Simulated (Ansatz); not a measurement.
CH₉GeNSi, SMILES `N[CH]([SiH3])[GeH3]`, relaxed with RKS PBE-D4/def2-SVP in Ansatz from a rough embedded geometry. The force threshold is 0.03 eV/Å; the program also tests the step.

The species carries charge 0 and has multiplicity 1.

Start:

```xyz
13

N     0.463   -0.852    1.273
C     0.360    0.172    0.325
Si    0.807   -0.514   -1.330
Ge   -1.443    0.870    0.213
H     0.225   -0.444    2.265
H     1.509   -1.142    1.409
H     1.050    1.037    0.548
H    -0.051   -1.589   -1.717
H     2.238   -1.011   -1.358
H     0.693    0.542   -2.384
H    -1.860    1.378    1.637
H    -2.403   -0.356   -0.116
H    -1.588    1.907   -0.766
```

(1) By how much does the energy fall, and how many steps does the optimiser take? (Best estimate.)

(2) Which bonds change most? (An estimate is asked.)

(3) Give the relaxed structure. (Best estimate.)

Results:

(1) Ansatz gave: 12.73 kcal/mol, in 6 steps, 1 of them rejected.

(2) Computed: Ge4–H13 from 1.433 to 1.553 Å; Si3–H8 from 1.430 to 1.503 Å; N1–H5 from 1.099 to 1.029 Å; N1–C2 from 1.399 to 1.464 Å.

(3) The calculation gave: 
```xyz
13

N     0.517   -0.798    1.353
C     0.386    0.215    0.304
Si    0.849   -0.542   -1.380
Ge   -1.508    0.820    0.265
H     0.301   -0.404    2.279
H     1.482   -1.151    1.409
H     1.005    1.144    0.432
H    -0.120   -1.619   -1.782
H     2.226   -1.152   -1.285
H     0.871    0.533   -2.435
H    -1.897    1.241    1.711
H    -2.440   -0.330   -0.192
H    -1.672    2.043   -0.678
```
